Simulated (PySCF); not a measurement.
Excitation energy of Au by level of theory

Au [Xe] 4f14 5d10 6s1 (2S) → Au [Xe] 4f14 5d9 6s2 (2D), as a difference of total energies. Computed with PySCF 2.14 in def2-TZVPPD with the def2 core potential (60 electrons) (6s5p3d2f1g, 59 functions), with a scalar-relativistic core potential. Correlated levels: valence and next inner shell: nothing frozen outside the core potential. The calculations carry no spin-orbit coupling.

```csv
method,excitation energy (eV)
UHF,1.768
MP2 (valence and next inner shell),1.768
SCS-MP2 (valence and next inner shell),1.638
CCSD (valence and next inner shell),1.654
CCSD(T) (valence and next inner shell),1.635
```

How much does correlation contribute at CCSD(T) (valence and next inner shell)?

1.635 − (1.768) = -0.133 eV, measured against UHF.

Errors of the correlated levels include the incompleteness of this basis.

For comparison: 1.745 eV (measured; NIST levels, between the centres of gravity of the two terms).
